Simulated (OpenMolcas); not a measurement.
# Tb2+: CASPT2 settings compared

- Program: OpenMolcas
- Basis: ANO-R3 [9s8p5d5f3g2h]
- Scalar Hamiltonian: X2C, finite nucleus
- Active space: 9 electrons in 7 orbitals (4f)
- State averaging: 2S+1 = 6 odd, 21 roots; 2S+1 = 4 odd, 108 roots kept (CI in the orbitals of an earlier block); 2S+1 = 2 odd, 17 roots kept (CI in the orbitals of an earlier block)
- Spin-orbit coupling: state interaction with AMFI integrals over the reference wave functions, term energies averaged over their components

Methods on the same reference wave functions:
A. CASSCF
B. XMS-CASPT2, IPEA 0.2 Eh, imaginary shift 0.4 Eh (closed shells correlated: 5s 5p)
C. XMS-CASPT2, IPEA 0.4 Eh, imaginary shift 0.1 Eh (closed shells correlated: 4d 5s 5p)
D. XMS-CASPT2, IPEA 0.15 Eh, sigma2 regulariser 0.5 Eh (closed shells correlated: 4d 5s 5p)

Energies in cm-1 above 4f9 6H* 15/2, the measured ground level; measured values from Martin, Zalubas and Hagan, Atomic Energy Levels: The Rare-Earth Elements, NSRDS-NBS 60 (1978).

```
              Level      A      B      C      D  Measured
       4f9 6H* 15/2    0.0    0.0    0.0    0.0       0.0
       4f9 6H* 13/2   2862   2860   2870   2870      2805
       4f9 6H* 11/2   4986   4950   4960   4960      4735
        4f9 6H* 9/2   6631   6580   6590   6590      6258
        4f9 6H* 7/2   7924   7860   7880   7870      7422
       4f9 6F* 11/2   8762   7010   6820   6820      6470
        4f9 6H* 5/2   8922   8860   8870   8870      8286
        4f9 6F* 9/2  10078   8390   8210   8200      7622
        4f9 6F* 7/2  11670   9960   9780   9780          
        4f9 6F* 5/2  12883  11150  10970  10960     10220
        4f9 6F* 3/2  13646  11880  11710  11690          
        4f9 6F* 1/2  14052  12270  12100  12080          
 4f9 4F* 9/2 [74 %]  22710  21640  21750  21450          
    4f9 4G* 11/2(1)  24884  23570  23590  23340          
4f9 4I* 15/2 [72 %]  25101  24920  24530  24240          
       4f9 4M* 21/2  25612  27140  25940  25750          
       4f9 4I* 13/2  26455  26210  25840  25550          
4f9 4M* 19/2 [70 %]  26519  27730  26610  26340          
 4f9 4F* 7/2 [61 %]  26565  25400  25460  25140
```

Deviations, from unrounded energies. A percentage is the sum of absolute deviations over the sum of measured energies, with the sign that they share, or ± where signs differ.

| Against measurement | Levels | A | B | C | D |
| --- | --- | --- | --- | --- | --- |
| mean absolute deviation (cm-1) | 8 | 1200 | 480 | 420 | 420 |
| fine structure of the ground term (%) | 5 | +6.2 | +5.5 | +5.6 | +5.6 |
| other terms of the ground configuration (%) | 3 | +30.5 | +9.2 | +6.9 | +6.9 |

C, D lie about equally close to measurement and A furthest from it. The largest miss of D in the table is 4f9 6F* 5/2, by +740 cm-1. The ranking rests on the paired levels alone, and a cruder setting can come out closer through cancelling errors.

Among B to D the level of the table that moves most is 4f9 4M* 19/2 [70 %], by 1400 cm-1 (lowest in D, highest in B). Moves below CASPT2's spread within the term are not significant.

The mean deviations of B to D differ by less than CASPT2's widest spread within a term (2300 cm-1), so their order carries little weight.

From A to B the spin-free energies of the other terms of 4f9 shown, above 6H*, scale by factors of 0.74 to 1.07.

The lowest spin-free term lies below A's lowest term by 0.864 hartree in B, 1.538 hartree in C, 1.558 hartree in D.

Term energies are means over components that CASPT2 splits; among the terms shown or strongly mixed into the levels shown the widest spread is 2300 cm-1 (4f9 6H*, C). High states are left out of the spin-orbit mixing, which shifts the levels that they would mix with. Terms from blocks run as CI alone lack orbitals of their own. The CASPT2 spread within a term exceeds the gap to the next term for 4f9 4F* and 4f9 4I*, 4f9 4I* and 4f9 4G*(1), so the order of their levels is uncertain, and so are names and mixing where such terms share a J (figures for B; the like holds for C, D). Without dynamic correlation excited terms often stand tens of per cent too high (terms of higher spin than the ground term too low), and those without a measured partner can miss by more than the paired ones (holds for A). Measured partners are found by configuration, term and J. A level has none where our copy of the source lacks it or the pairing is in doubt (some pairs that miss far off the trend of their configuration count as doubtful), and it then counts in no deviation. Levels of configurations outside the active space are missing. Levels that lie high or do not pair safely by name in every column are left out.

A share in square brackets marks a mixed level and gives the weight of the term that names it, the lowest over the columns. A number in round brackets counts repeated terms of one configuration in the order of the reference energies. * marks odd parity.
